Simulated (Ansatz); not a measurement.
Relaxation of ClF₅H₂SW (10 atoms, charge 0, multiplicity 1), to a largest force component of 0.03 eV/Å in at most 50 steps.

The calculation used RHF/def2-SVP in Ansatz.

```xyz
10
Properties=species:S:1:pos:R:3:forces:R:3
W 0.205 0.270 -0.300 0.11 0.37 -0.19
Cl 0.661 -0.387 3.212 0.01 1.39 0.14
F 1.700 -0.677 0.197 0.05 -0.04 0.01
F -0.605 1.723 -1.073 0.00 0.01 0.00
F -1.145 0.489 0.919 -0.02 -0.01 0.00
F -0.550 -1.409 -0.395 -0.01 0.01 0.00
F 0.760 0.043 -2.025 0.01 0.00 -0.02
S 1.495 1.994 0.777 -0.11 -0.16 -0.43
H 2.504 1.241 1.214 0.01 0.02 0.01
H 0.626 0.917 2.991 -0.05 -1.59 0.48
```

Question: Where does it end, and by what steps?

Answer: The run converged. The force dipped under the threshold on the way, but the program's further checks kept it going. After 20 steps the energy has fallen by 0.447 eV; Cl2 moved furthest, 1.11 Å.

| step | energy less start (eV) | largest force component (eV/Å) | accepted |
| --- | --- | --- | --- |
| 0 | 0.0000 | 1.585 | yes |
| 1 | -0.1486 | 0.766 | yes |
| 2 | -0.2041 | 0.647 | yes |
| 3 | -0.2366 | 0.765 | yes |
| 4 | -0.2763 | 0.339 | yes |
| 5 | -0.3174 | 0.414 | yes |
| 6 | -0.3397 | 0.789 | yes |
| 7 | -0.3865 | 0.564 | yes |
| 8 | -0.4100 | 0.584 | yes |
| 9 | -0.4183 | 0.281 | yes |
| 10 | -0.4071 | 1.050 | no |
| 11 | -0.4297 | 0.118 | yes |
| 12 | -0.4321 | 0.090 | yes |
| 13 | -0.4344 | 0.551 | yes |
| 14 | -0.4420 | 0.031 | yes |
| 15 | -0.4279 | 0.553 | no |
| 16 | -0.4432 | 0.026 | yes |
| 17 | -0.4448 | 0.285 | yes |
| 18 | -0.4462 | 0.165 | yes |
| 19 | -0.4469 | 0.038 | yes |
| 20 | -0.4471 | 0.012 | yes |

```xyz
10
Properties=species:S:1:pos:R:3
W 0.253 0.306 -0.434
Cl 1.069 0.265 4.011
F 1.482 -0.850 0.263
F -0.771 1.684 -1.037
F -0.734 0.278 1.126
F -0.859 -1.097 -0.918
F 0.949 0.116 -2.116
S 1.711 2.008 0.270
H 2.632 1.262 0.886
H -0.081 0.234 3.466
```

Whether the end is a true minimum wasn't checked by a vibrational analysis.

The run took 44 s on 4 threads of Arm Neoverse V2, with other jobs on the host, peak memory 0.47 GiB.
